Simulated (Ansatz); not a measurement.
```yaml
crystal:
  periodic: [false, false, false]
  atoms:
    - {symbol: P, position_ang: [-0.461132, 1.706682, -0.112820]}
    - {symbol: S, position_ang: [-0.818205, -0.612748, 0.637001]}
    - {symbol: C, position_ang: [0.597054, -1.314781, -0.172515]}
    - {symbol: Se, position_ang: [1.217278, -3.113231, 0.119032]}
    - {symbol: H, position_ang: [-1.641355, 1.717048, -0.856331]}
    - {symbol: H, position_ang: [-0.776515, 2.066266, 1.130164]}
    - {symbol: H, position_ang: [1.584129, -0.687165, -0.557930]}
basis:
  gaussian: {orbitals: aug-cc-pVTZ}
hamiltonian: {xc: {name: HF}}
correlation: {method: mp2, frozen_orbitals: {P: 0}}
scf: {lower_state_search: light}
output: {forces: true}
```

```sh
$ ansatz run in.yaml --threads 2 --pin off --events-out ev --progress --plain --max-ram 4352MiB
```

Output, abridged:

```
Functional definition: HF
Error: "frozen_orbitals" has no count for S
```

Task: What is wrong with this run?

Result: Frozen orbitals are typed for one element alone, and the program wants a count for each. The input was rejected before any iteration.
